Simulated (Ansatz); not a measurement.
Diatomic MgC, multiplicity 5 (an upper state: multiplicity 3 came lower at CCSD(T)/def2-TZVPP on PBE0 minima).

The constants come from a fifth-degree fit in 1/R (seven points, main isotopes). In def2 and cc sets the state is the lowest found near the PBE0 minimum, followed along R.

The values were computed with Ansatz (Gaussian basis) for Hartree–Fock, density functionals and correlated methods. 

```csv
level,r_e (Å),ω_e (cm⁻¹),ω_e x_e (cm⁻¹),α_e (cm⁻¹),D_e (eV),dipole (D)
PBE/def2-TZVPP,2.068,568,3.8,0.0048,1.24,2.44
PBE0/def2-TZVPP,2.049,593,3.8,0.0047,1.24,2.51
wB97X-V/def2-TZVPP,2.051,597,3.5,0.0044,0.95,2.61
CCSD/def2-TZVPP,2.049,598,3.3,0.0044,0.94,-
CCSD(T)/def2-TZVPP,2.052,594,3.3,0.0044,0.97,-
```

D_e counts from each atom's lowest state at the same level, without counterpoise or zero-point energy.

Correlated levels freeze the inner cores; with def2 sets outer-core shells near the valence are correlated too.

Ansatz is a first-principles code.
